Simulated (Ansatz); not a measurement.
Program: Ansatz. Geometries: PBE0-D4/def2-TZVP. ΔE: electronic, gas phase. CCSD(T)/CBS adds triple-zeta CCSD(T) − MP2 to the extrapolated MP2 energy (def2 sets, frozen cores). Functionals use def2-TZVPP. HSE06 is defined as in plane-wave codes. def2 core potentials past Kr. For Sn outer-core shells are correlated without core-valence functions, which leaves a few kJ/mol of doubt a bond. Each species was taken in one conformer, which may not be the lowest.

Consider the redistribution: `F[SiH2][SnH]1[CH2][S]1` + `[CH3][AlH][OH]` → `[OH][SnH]1[CH2][S]1` + `[CH3][AlH][SiH2]F`.

Question: Is it downhill or uphill in electronic energy at CCSD(T)/CBS, and by how much? (Estimate.)

Answer: Computed: Uphill: ΔE = +40.8 kcal/mol.

Question: What do these levels give: HSE06-D4, ωB97X-V, PBE-QIDH, BLYP, RPA@PBE/def2-TZVPP, CCSD(T)/def2-SVP? (Best estimate.)

Answer: Computed: HSE06-D4 39.9, ωB97X-V 38.8, PBE-QIDH 41.4, BLYP 39.7, RPA@PBE/def2-TZVPP 39.1, CCSD(T)/def2-SVP 41.8 kcal/mol.

Largest T1 diagnostic among the species: 0.014.

From PBE to PBE0 (25 % exact exchange), in def2-TZVPP and without D4, ΔE moves by +1.1 kcal/mol. In def2-TZVPP, CCSD(T) changes the Hartree–Fock value by +1.5 kcal/mol (the triples alone add −0.0 kcal/mol) and MP2 by +4.8 kcal/mol. At CCSD(T), def2-SVP lies +0.9 kcal/mol from the extrapolated value and def2-TZVPP +0.0 kcal/mol.
